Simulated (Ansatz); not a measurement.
```xyz
10

N     0.505    0.992   -1.806
Si    0.608   -0.081   -0.477
Al   -1.468   -1.129    0.463
Si   -0.229    0.457    1.609
F     0.197    1.110    3.018
H     1.310    1.221   -2.363
H    -0.245    1.653   -1.922
H     1.905   -0.784   -0.719
H    -2.558   -2.291    0.481
H    -0.025   -1.147    1.718
```

Total charge 0; spin multiplicity 1.

Question: List the PBE/def2-TZVPP orbital energies in eV (the Gaussian-basis code of Ansatz). (Best estimate.)

Answer: Computed: Occupied: -1780.25, -1779.86, -1506.80, -659.76, -380.32, -137.83, -137.51, -107.04, -94.63, -94.57, -94.51, -94.28, -94.23, -94.20, -69.09, -69.00, -68.89, -29.35, -21.30, -14.31, -12.64, -12.40, -11.49, -10.26, -10.22, -9.19, -8.81, -7.76, -7.13, -5.66, -5.28. Lowest empty: -2.06, -1.79, -0.99, -0.56, -0.35, 0.24, 0.99, 1.13.
